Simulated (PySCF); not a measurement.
Job file and geometry (Å, from PBE0-D3(BJ)/def2-SVP) of a spin–spin coupling run on `B(B)[AsH2]`, AsB2H5, B3LYP/pcJ-1 As:pcSseg-1 indirect spin-spin coupling, non-relativistic, gas phase in PySCF 2.14.0, density-fitted response routines; density fitting, a coarse starting grid and PySCF grid level 2 are the driver's defaults:

```
{"job": {"kind": "j", "xc": "B3LYP", "basis": "pcJ-1"}, "charge": 0, "multiplicity": 1}
B     -1.223450     0.385839    -0.542877
B     -0.161825    -0.667901     0.129375
As     1.806737    -0.257969     0.091876
H     -1.405049     0.481477    -1.737369
H     -1.834050     1.161779     0.162606
H     -0.431034    -1.751532     0.595880
H      1.778045     1.255295     0.235884
H      2.098753    -0.552828     1.553232
```

Question: Write the output of this run.

Answer: 
```
coarse grid: 30056 points
cycle   1  E = -2288.3243352482  dE = -9.210e-01  |g| = 7.360e-01  |ddm| = 2.329e+00
cycle   2  E = -2288.3241727430  dE =  1.625e-04  |g| = 5.669e-01  |ddm| = 5.434e-01
cycle   3  E = -2288.3497523010  dE = -2.558e-02  |g| = 1.193e-01  |ddm| = 4.375e-01
cycle   4  E = -2288.3523811624  dE = -2.629e-03  |g| = 3.018e-02  |ddm| = 1.690e-01
cycle   5  E = -2288.3527446575  dE = -3.635e-04  |g| = 3.242e-03  |ddm| = 4.496e-02
cycle   6  E = -2288.3527473759  dE = -2.718e-06  |g| = 1.144e-03  |ddm| = 5.459e-03
final grid: 62352 points
cycle   7  E = -2288.3527005974  dE =  6.375e-08  |g| = 1.382e-03  |ddm| = 3.320e-03
cycle   8  E = -2288.3527004003  dE =  1.972e-07  |g| = 1.702e-03  |ddm| = 3.538e-03
cycle   9  E = -2288.3527011269  dE = -7.267e-07  |g| = 7.302e-05  |ddm| = 1.785e-03
cycle  10  E = -2288.3527011289  dE = -1.926e-09  |g| = 3.227e-05  |ddm| = 1.553e-04
cycle  11  E = -2288.3527011291  dE = -2.706e-10  |g| = 1.103e-06  |ddm| = 3.412e-05
converged SCF energy = -2288.3527011291

Indirect spin-spin couplings (Hz)
  i      j    bonds     total        FC       PSO       DSO        SD
  0 B    1 B    1     76.028    77.631    -2.124     0.207     0.315
  0 B    3 H    1    129.480   130.647    -1.811     0.286     0.359
  0 B    4 H    1    127.412   128.595    -1.812     0.284     0.345
  0 B    5 H    2      6.409     6.488     0.103    -0.223     0.041
  0 B    6 H    3      3.443     3.173     0.020     0.180     0.070
  0 B    7 H    3      3.425     3.701     0.294    -0.545    -0.026
  1 B    3 H    2      7.538     7.572     0.033    -0.090     0.023
  1 B    4 H    2      6.248     6.246     0.009    -0.058     0.051
  1 B    5 H    1    139.772   140.623    -1.960     0.819     0.290
  1 B    6 H    2     -1.758    -0.840    -0.418    -0.488    -0.012
  1 B    7 H    2     -2.347    -1.689    -0.321    -0.365     0.028
  3 H    4 H    2    -15.263   -15.310     1.698    -1.815     0.165
  3 H    5 H    3     -1.469    -1.610     1.072    -0.936     0.005
  3 H    6 H    4      3.838     3.647     0.225    -0.035     0.001
  3 H    7 H    4      0.352     1.411     0.894    -1.953     0.000
  4 H    5 H    3     -2.429    -2.613     0.946    -0.778     0.015
  4 H    6 H    4      0.690     0.164    -0.049     0.557     0.017
  4 H    7 H    4      7.471     7.870     0.449    -0.842    -0.006
  5 H    6 H    3     15.864    17.551     1.163    -2.847    -0.004
  5 H    7 H    3      6.344     6.111    -0.022     0.198     0.056
  6 H    7 H    2     -3.200    -2.030     0.949    -2.210     0.090
```

Size and cost of the density-fitted run: 145 basis functions, 14 s wall time on 1 thread of an Arm Neoverse V1, shared host.
